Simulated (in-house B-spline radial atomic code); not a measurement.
The numbers below are computed, except where a source is named.
Correlation energy from the adiabatic connection: −Z/r, Z = 2.1

Two electrons in a singlet, external potential −Z/r, Z = 2.1 (atomic units). Full CI in B-splines (partial waves to l = 8, correlation up to 0.6 % small) with the density held fixed gives W(λ) = <V_ee>_λ − U, and E_c is the integral of W(λ) − W(0) from 0 to 1.

| λ | W(λ) − W(0) (hartree) |
| --- | --- |
| 0 | 0.00000 |
| 0.02 | -0.00192 |
| 0.05 | -0.00476 |
| 0.12 | -0.01126 |
| 0.25 | -0.02284 |
| 0.4 | -0.03546 |
| 0.6 | -0.05116 |
| 0.8 | -0.06571 |
| 1 | -0.07922 |

(1) Integrate the table by the trapezoid rule.

(2) Now use only three numbers: W(0) = -1.0873, the initial slope W'(0) = -0.09621 (extrapolated from the first points) and the strong-coupling limit of the point-charge-plus-continuum model, W∞ = -1.5508. What do second-order theory and the interpolation W(λ) = W∞ + (W(0) − W∞)/√(1 + 2χλ) of Seidl, Perdew and Levy give?

## Answers

(1) The strips give -0.00002, -0.00010, -0.00056, -0.00222, -0.00437, -0.00866, -0.01169, -0.01449, which sum to -0.04211 hartree. The direct value, W(1) − W(0) + T_c with T_c = 0.03704, is -0.04218; the curve is convex, so chords lie above it and the trapezoids fall short in size by 0.17 %.

(2) Second order keeps the slope alone: E_c = W'(0)/2 = -0.04811, +14 % in size against -0.04218. Matching the slope fixes χ = W'(0)/(W∞ − W(0)) = -0.09621/(-0.46350) = 0.20757. Integrating, with s = √(1 + 2χ) = 1.189599, E_c = −(W(0) − W∞)(s − 1)/(s + 1) = −0.46350 × 0.189599/2.189599 = -0.04013 hartree, -4.9 % in size against the full result. At λ = 1 the formula gives W − W(0) = -0.07387 against -0.07922. Part of the miss can come from the model's W∞.
